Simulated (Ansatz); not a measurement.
The same path of C2H5ClF2Si (11 atoms, charge 0, multiplicity 1) was run twice with different band settings. The coordinate that changes most is the dihedral H9–C1–C2–Si4.

Theory: RHF/def2-SVP in Ansatz 0.2.0.

Relaxed end points:

```xyz
11
Properties=species:S:1:pos:R:3
C 0.829 -1.138 -0.455
C 0.575 0.137 0.324
F 0.752 -0.115 1.670
Si -1.168 0.844 0.134
F -1.421 1.050 -1.439
Cl -1.292 2.681 1.038
H 0.118 -1.919 -0.181
H 1.834 -1.505 -0.245
H 0.743 -0.952 -1.527
H 1.306 0.896 0.038
H -2.211 -0.037 0.664
```

```xyz
11
Properties=species:S:1:pos:R:3
C 0.694 -1.278 -0.269
C 0.449 0.001 0.506
F 0.099 -0.317 1.803
Si -0.949 1.077 -0.175
F -0.609 1.364 -1.718
Cl -1.005 2.879 0.804
H 1.478 -1.862 0.215
H 1.009 -1.049 -1.288
H -0.207 -1.893 -0.314
H 1.368 0.588 0.555
H -2.262 0.434 -0.098
```

Common settings: movable images 7; climbing image yes; spring 5.0 eV/Å²; optimiser quadratic models (default); start path IDPP; iteration limit 60; end points relaxed.

| run | force threshold |
| --- | --- |
| 1 | 0.05 eV/Å |
| 2 | 0.2 eV/Å |

Q: What does each run give, and how far can it be trusted?

A: Run 1: converged after 5 iterations, highest image 0.160 eV above the first end. A vibrational analysis at the climbing image gives one clearly imaginary mode, 257i cm⁻¹: a first-order saddle point.
Run 2: converged after 3 iterations, highest image 0.160 eV above the first end. The threshold of 0.2 eV/Å is loose, so the images may lie well off the minimum-energy path. Another band between the same ends (7 images) ends at a top of the same energy, where a vibrational analysis finds 1 clearly imaginary mode.
